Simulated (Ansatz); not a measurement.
Input file for Ansatz (a quantum-chemistry and plane-wave program): U-revPBE/def2-TZVPP on F (SMILES [F]).

Ansatz 0.2 input:
```yaml
crystal:
  periodic: [false, false, false]
  atoms:
    - {symbol: F, position_ang: [0.00000000, 0.00000000, 0.00000000]}
basis:
  gaussian:
    orbitals: def2-TZVPP
hamiltonian:
  xc: {name: revPBE}
magnetization: {spin_polarized: true, initial_magnetization: 1}
```

**Question.** What total energy does the run end on?

**Answer.** -99.7349 hartree.
